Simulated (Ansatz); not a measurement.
CH5Al2, SMILES `[CH3][Al-][AlH2]` (singlet; the order of the spin states depends on the level) (charge -1, multiplicity 1). This singlet lies 0.14 eV below the relaxed triplet at the level frozen-core CCSD(T)/aug-cc-pVTZ // PBE0-D3(BJ)/def2-TZVPD (Ansatz, a first-principles code); other levels give the other order.

Cartesian coordinates (Å):
```xyz
8

C     -1.8492     0.0922    -0.0259
Al    -0.0894    -0.4329    -0.8718
Al     2.1840    -0.0132     0.2353
H     -2.7189    -0.1685    -0.6365
H     -1.9617    -0.3893     0.9539
H     -1.8711     1.1748     0.1547
H      3.2135     1.0471    -0.4825
H      3.0929    -1.3101     0.6727
```
Charge -1, spin multiplicity 1.

The restricted HF start is unstable towards unrestricted orbitals.

Problem. Give the natural occupations of the active orbitals, the CASSCF energy and the corrected energy for frozen-core fic-MRCISD+Q@CASSCF(2e,2o)/aug-cc-pVTZ // PBE0-D3(BJ)/def2-TZVPD (Ansatz).

Solution. 
```yaml
natural_occupations: 1.81, 0.19
CASSCF energy: -524.6256 Ha
corrected_energy: -525.0176 Ha
weight_of_the_reference: 0.868
```
